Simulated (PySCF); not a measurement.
Species: C5H9BO2.
Cartesian coordinates in Å at the PBE0-D3(BJ)/def2-SVP level; atoms count from 1:
```xyz
17
C5H9BO2 angstrom
C     -0.617   -1.486   -1.104
C     -0.818   -0.328   -0.449
C     -2.183    0.295   -0.399
C      0.290    0.360    0.248
C      0.093    1.532    0.889
B      1.763   -0.213    0.288
O      2.334   -0.783   -0.805
O      2.523   -0.111    1.420
H      0.371   -1.944   -1.174
H     -1.445   -1.990   -1.608
H     -2.532    0.420    0.639
H     -2.919   -0.322   -0.933
H     -2.181    1.297   -0.858
H     -0.874    2.042    0.921
H      0.917    2.050    1.391
H      3.242   -1.052   -0.619
H      2.019    0.245    2.158
```

Computed with PySCF at PBE0/pcSseg-1, non-relativistic, on one gas-phase PBE0-D3(BJ)/def2-SVP geometry that isn't relaxed in the solvent. The solvent is an IEF-PCM continuum (van der Waals radii × 1.2). Only the electrostatic response of the medium enters.

```
             medium  total energy (Eh)  HOMO (eV)  LUMO (eV)  dipole (D)
          gas phase        -370.852930     -6.718     -0.971       1.317
benzene (ε = 2.271)        -370.857961     -6.721     -0.960       1.562
```

Question: What is E(solvent) − E(gas) in benzene, in kcal/mol?

Answer: -370.857961 − (-370.852930) = -0.005031 Eh = -3.16 kcal/mol.

Question: Scale it by Onsager's factor (ε − 1)/(2ε + 1) to chloroform (ε = 4.711), and compare with the calculation.

Answer: The factor goes from 0.229 to 0.356, a ratio of 1.553, which gives -4.90 kcal/mol. The calculation gives -5.11 kcal/mol (total energy -370.861080 Eh), so the scaled value is 4.1 % too small in size.

Question: Scale the changes of the other columns the same way. What are the values in chloroform?

Answer: 
| quantity | scaled | computed | difference |
| --- | --- | --- | --- |
| HOMO (eV) | -6.723 | -6.741 | +0.018 |
| LUMO (eV) | -0.954 | -0.969 | +0.015 |
| dipole (D) | 1.698 | 1.755 | -0.057 |

Question: How does each lowering split into the polarisation term (half the interaction with the induced surface charges) and the distortion of the solute's density?

Answer: benzene: -3.29 + 0.13 kcal/mol, the distortion taking back 4 % of the polarisation term; chloroform: -5.50 + 0.39 kcal/mol, the distortion taking back 7 % of the polarisation term.

Hardware: an Arm Neoverse N1 with one thread, no GPU (shared host). Cost: 45 s, 1.1 GiB resident at most. This is the whole shielding run at PBE0/pcSseg-1 in chloroform, SCF included.
